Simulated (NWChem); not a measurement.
Program: NWChem. System: ClTl, charge 0, spin multiplicity 1, at a geometry optimised with PBE0/def2-SVP with def2 effective core potentials on Tl. The structure started from a generated list of species. Level: MP2/def2-TZVP with def2 effective core potentials on Tl, 9 core orbitals frozen.

The NWChem input:

```
start mol
memory heap 200 mb stack 900 mb global 1100 mb
geometry units angstroms nocenter noautoz
  Tl     0.000000     0.000000    -0.437060
  Cl     0.000000     0.000000     2.082462
  symmetry group C2v
end
basis spherical
  * library def2-tzvp
end
ecp
  Tl library def2-ecp
end
scf
  rhf
  nopen 0
  maxiter 100
  thresh 1e-7
  semidirect memsize 60000000 filesize 0
end
mp2
  freeze core 9
end
task mp2 energy
```

NWChem printed:

```
             Northwest Computational Chemistry Package (NWChem) 7.3.0
             --------------------------------------------------------

                                NWChem Input Module
                                -------------------

 Scaling coordinates for geometry "geometry" by  1.889725989
 (inverse scale =  0.529177249)

 Turning off AUTOSYM since
 SYMMETRY directive was detected!

                             Geometry "geometry" -> ""
                             -------------------------

 Output coordinates in angstroms (scale by  1.889725989 to convert to a.u.)

  No.       Tag          Charge          X              Y              Z
 ---- ---------------- ---------- -------------- -------------- --------------
    1 Tl                  81.0000     0.00000000     0.00000000    -0.43706000
    2 Cl                  17.0000     0.00000000     0.00000000     2.08246200

 Effective nuclear repulsion energy (a.u.)     289.2124267510

            Nuclear Dipole moment (a.u.)
            ----------------------------
        X                 Y               Z
 ---------------- ---------------- ----------------
     0.0000000000     0.0000000000    -0.0000113384

      Symmetry information
      --------------------

 Group name             C2v
 Group number             16
 Group order               4
 No. of unique centers     2

      Symmetry unique atoms

     1    2


 Summary of "ao basis" -> "" (spherical)
 ------------------------------------------------------------------------------
       Tag                 Description            Shells   Functions and Types
 ---------------- ------------------------------  ------  ---------------------
 *                         def2-tzvp                  on all atoms

 Summary of "ao basis" -> "ao basis" (spherical)
 ------------------------------------------------------------------------------
       Tag                 Description            Shells   Functions and Types
 ---------------- ------------------------------  ------  ---------------------
 Tl                        def2-tzvp                16       50   6s5p3d2f
 Cl                        def2-tzvp                13       37   5s5p2d1f

                                 NWChem SCF Module
                                 -----------------

  ao basis        = "ao basis"
  functions       =    87
  atoms           =     2
  closed shells   =    19
  open shells     =     0
  charge          =   0.00
  wavefunction    = RHF
  use symmetry    = T
  symmetry adapt  = T

 Summary of "ao basis" -> "ao basis" (spherical)
 ------------------------------------------------------------------------------
       Tag                 Description            Shells   Functions and Types
 ---------------- ------------------------------  ------  ---------------------
 Tl                        def2-tzvp                16       50   6s5p3d2f
 Cl                        def2-tzvp                13       37   5s5p2d1f

      Symmetry analysis of basis
      --------------------------

        a1         37
        a2          8
        b1         21
        b2         21

 Forming initial guess at       0.1s

      Superposition of Atomic Density Guess
      -------------------------------------

 Sum of atomic energies:        -654.71458921

      Non-variational initial energy
      ------------------------------

 Total energy =    -630.930947
 1-e energy   =   -1086.101941
 2-e energy   =     380.189995
 HOMO         =      -0.327719
 LUMO         =       0.001201
[...]
    12      0.182318  1 Tl pz                64      0.181507  2 Cl pz
    18     -0.176847  1 Tl pz                 4     -0.169247  1 Tl s

 Vector   20  Occ=0.000000D+00  E= 1.529182D-02  Symmetry=b1
              MO Center= -1.3D-14,  6.8D-30, -5.7D-01, r^2= 7.4D+00
   Bfn.  Coefficient  Atom+Function         Bfn.  Coefficient  Atom+Function
  ----- ------------  ---------------      ----- ------------  ---------------
    19      0.712826  1 Tl px                16      0.280721  1 Tl px
    10     -0.257266  1 Tl px                13      0.199616  1 Tl px
    68     -0.183842  2 Cl px

 Vector   21  Occ=0.000000D+00  E= 1.529182D-02  Symmetry=b2
              MO Center= -5.5D-30, -8.0D-15, -5.7D-01, r^2= 7.4D+00
   Bfn.  Coefficient  Atom+Function         Bfn.  Coefficient  Atom+Function
  ----- ------------  ---------------      ----- ------------  ---------------
    20      0.712826  1 Tl py                17      0.280721  1 Tl py
    11     -0.257266  1 Tl py                14      0.199616  1 Tl py
    69     -0.183842  2 Cl py

 Vector   22  Occ=0.000000D+00  E= 6.524025D-02  Symmetry=a1
              MO Center=  5.3D-15, -1.5D-14, -1.1D+00, r^2= 1.1D+01
   Bfn.  Coefficient  Atom+Function         Bfn.  Coefficient  Atom+Function
  ----- ------------  ---------------      ----- ------------  ---------------
    21      1.181606  1 Tl pz                18     -0.337050  1 Tl pz
     5      0.307307  1 Tl s                 55     -0.221615  2 Cl s
    34     -0.203461  1 Tl d  0              15      0.191324  1 Tl pz

 center of mass
 --------------
 x =   0.00000000 y =   0.00000000 z =  -0.13203525

 moments of inertia (a.u.)
 ------------------
         677.183627005485           0.000000000000           0.000000000000
           0.000000000000         677.183627005485           0.000000000000
           0.000000000000           0.000000000000           0.000000000000

  Mulliken analysis of the total density
  --------------------------------------

    Atom       Charge   Shell Charges
 -----------   ------   -------------------------------------------------------
    1 Tl  21    20.41   0.06 -0.56  1.74  0.78  1.09  0.82 -0.55  6.49  0.20  0.24  0.03  9.09  0.89  0.07  0.02  0.00
    2 Cl  17    17.59   2.01  0.45  1.52  1.07  0.91  4.18  1.69  1.07  2.84  1.84  0.00  0.01  0.00

       Multipole analysis of the density wrt the origin
       ------------------------------------------------

     L   x y z        total         open         nuclear
     -   - - -        -----         ----         -------
     0   0 0 0      0.000000      0.000000     38.000000

     1   1 0 0      0.000000      0.000000      0.000000
     1   0 1 0     -0.000000      0.000000      0.000000
     1   0 0 1     -1.940086      0.000000     49.555407

     2   2 0 0    -27.219929      0.000000      0.000000
     2   1 1 0     -0.000000      0.000000      0.000000
     2   1 0 1     -0.000000      0.000000      0.000000
     2   0 2 0    -27.219929      0.000000      0.000000
     2   0 1 1     -0.000000      0.000000      0.000000
     2   0 0 2    -36.797369      0.000000    277.594777

                   NWChem MP2 Semi-direct Energy/Gradient Module
                   ---------------------------------------------

  Basis functions       =     87
  Molecular orbitals    =     87
  Frozen core           =      9
  Frozen virtuals       =      0
  Active alpha occupied =     10
  Active beta occupied  =     10
  Active alpha virtual  =     68
  Active beta virtual   =     68
  Use MO symmetry       = T
  Use skeleton AO sym   = T

  AO/Fock/Back tols     =   1.0D-09  1.0D-09  1.0D-09

 GA uses MA = F    GA memory limited = T

 Available:
  local mem=  1.26D+08
 global mem=  1.44D+08
 local disk=  0.00D+00
  mp2_memr nvloc                    68
  nvloc new                    68
   1 passes of  10:        4194304                      49427                   8747758.
   1 passes of  10: M    126138029           G      144164062           F     121943725.

 Semi-direct pass number   1 of   1  for RHF alpha+beta  at        2.7s
  vrange nnbf                  3778
  mp2_eaftype                    33  avail_ma_in_mb                  1099
 EAF : mp2_eaftype filesize          33    4373879.
  mp2_eaf for mointskh                     33
Node 0 wrote     20.6 Mb in      0.0 s     Agg I/O rate:  1927.4 Mb/s
 Done moints_semi at        8.1s
  mp2_eaftype                    33  avail_ma_in_mb                  1066
 EAF : mp2_eaftype filesize          33    4373879.
  mp2_eaf for kh                    33
 Done maket at        8.3s
 Done multipass loop at        8.3s

          -------------------------------------------
          SCF energy                -631.108238912771
          Correlation energy          -0.547830135672
          Singlet pairs               -0.284349854520
          Triplet pairs               -0.263480281152
          Total MP2 energy          -631.656069048443
          -------------------------------------------

          ---------------------------------------------------
                    Spin Component Scaled (SCS) MP2
          Same spin pairs                     -0.175653520768
          Same spin scaling factor             0.333333333333
          Opposite spin pairs                 -0.372176614904
          Opposite spin scaling fact.          1.200000000000
          SCS-MP2 correlation energy          -0.505163111474
          Total SCS-MP2 energy              -631.613402024245
          ---------------------------------------------------

 -----------------------
 Performance information
 -----------------------

 Timer overhead =  2.07D-07 seconds/call

               Nr. of calls         CPU time (s)                 Wall time (s)                GFlops
             ---------------    -------------------     ------------------------------   -------------------
Name         Min   Avg   Max    Min     Avg     Max     Min     Avg     Max   Mx/calls   Min     Max     Sum
mp2: moin     1     1     1    5.5     5.5     5.5      5.5     5.5     5.5     5.5      0.0     0.0     0.0
mp2: make     1     1     1   0.17    0.17    0.17     0.17    0.17    0.17    0.17      0.0     0.0     0.0
mp2: tota     1     1     1    5.7     5.7     5.7      5.7     5.7     5.7     5.7      0.0     0.0     0.0

 The average no. of pstat calls per process was 3.00D+00
 with a timing overhead of 6.22D-07s

 Task  times  cpu:        8.2s     wall:        8.2s

 Total times  cpu:        8.3s     wall:        8.3s
```
